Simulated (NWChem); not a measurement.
# BHBrF; SMILES FBBr

Computed with NWChem. Pople sets run with spherical d functions. All runs use the structure optimised with PBE0/def2-SVP. Total energies compare along this basis series because the functional is fixed.

```json
[
 {"level": "PBE/STO-3G", "basis functions": "29", "energy (Ha)": "-2669.0559", "highest occupied level (eV)": "-4.15", "orbital gap (eV)": "5.40", "dipole (D)": "0.96", "relative time": "1"},
 {"level": "PBE/3-21G", "basis functions": "42", "energy (Ha)": "-2685.9271", "highest occupied level (eV)": "-7.11", "orbital gap (eV)": "5.24", "dipole (D)": "0.50", "relative time": "2"},
 {"level": "PBE/6-31G*", "basis functions": "62", "energy (Ha)": "-2698.6932", "highest occupied level (eV)": "-7.30", "orbital gap (eV)": "5.37", "dipole (D)": "0.61", "relative time": "4"},
 {"level": "PBE/6-311G**", "basis functions": "86", "energy (Ha)": "-2699.0055", "highest occupied level (eV)": "-7.42", "orbital gap (eV)": "5.24", "dipole (D)": "0.57", "relative time": "4"}
]
```

Times are rough ratios from one shared machine.
